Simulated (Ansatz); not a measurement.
Problem. Name a neutral molecule of B, Cl with size of the dipole moment (PBE/def2-TZVPP) between 0.00 and 0.30 D and LUMO energy (PBE/def2-TZVPP) between -3.10 and -2.80 eV (Ansatz, PBE0-D4/def2-TZVP geometry).

Solution. `ClB(Cl)B(Cl)Cl` (0.00 D, -2.88 eV). Other molecules can fit too; these were computed, each in one conformer that needn't be the lowest.
